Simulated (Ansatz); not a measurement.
Basis-set extrapolation for `FC1OCN1[SiH3]` (PBE0-D4/def2-TZVP geometry, frozen core, Ansatz 0.2.0). Multiplicity 1, RHF reference.

|  | def2-TZVPP | def2-QZVPP |
| --- | --- | --- |
| HF | -597.031826 | -597.054865 |
| MP2 correlation | -1.133523 | -1.221173 |
| CCSD(T) correlation | -1.215571 | not run |

Energies in hartree. Use E(X) = E(∞) + A·exp(−7.88·√X) for Hartree–Fock and E(X) = E(∞) + B·X^(−2.97) for correlation, with X = 3 and 4, and add CCSD(T) minus MP2 of the smaller set to the MP2 limit.

Task: What is the CCSD(T) energy at the basis-set limit?

Result: HF limit: -597.054865 + (-0.023039) × 0.13774 = -597.05804. MP2 limit: -1.221173 + (-0.087650) × 0.74074 = -1.28610. Higher-order term: -1.215571 − (-1.133523) = -0.08205. Total: -598.42619 hartree, 469.4 kJ/mol below CCSD(T)/def2-TZVPP.
